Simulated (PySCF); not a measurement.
CuI, SMILES [Cu][I] (connectivity only; charge and spin as stated), charge -1, multiplicity 2.

Geometry optimised at PBE0-D3(BJ)/def2-TZVPD. The multiplicity is an assumed one; other spin states were not compared. The def2 effective core potentials stand for the cores of I; spin–orbit coupling is left out.

Two levels are set side by side: PBE/def2-TZVPD (PySCF) and r2SCAN/def2-TZVPD (PySCF). Same geometry, gas phase. Differences are taken from unrounded values.

```json
[
 {"quantity": "α-spin orbital gap (eV)", "r2SCAN": "2.78"},
 {"quantity": "β-spin orbital gap (eV)", "r2SCAN": "2.40"},
 {"quantity": "mean polarisability (bohr³)", "r2SCAN": "130.5"}
]
```

Problem. What does PBE give, and how far is it from r2SCAN? (The exact figures need the calculation; the answer reports its results.)

Solution. 
| quantity | PBE | PBE minus r2SCAN |
|---|---|---|
| α-spin orbital gap (eV) | 2.03 | -0.75 |
| β-spin orbital gap (eV) | 2.07 | -0.33 |
| mean polarisability (bohr³) | 138.5 | 7.9 |

Rough cost on one machine, each run with all the roots and properties that it gave: r2SCAN against PBE within a factor of 2.
